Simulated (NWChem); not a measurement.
# C$_{3}$H$_{3}$Br; SMILES C=C=CBr

Computed with NWChem. Structure relaxed at the PBE0/def2-SVP level. Level: PBE0/def2-SVP with SMD (1 M gas to 1 M solution), gas-phase geometry.

Question: Estimate the computed values for solvent n-hexane. Quantities: solvation free energy (kcal/mol); cavity-dispersion-structure term (kcal/mol); dipole in solution (D).

Answer: The solvation free energy (kcal/mol) comes out as -3.7 and the cavity-dispersion-structure term (kcal/mol) is -2.5. The dipole in solution (D) is 1.80.
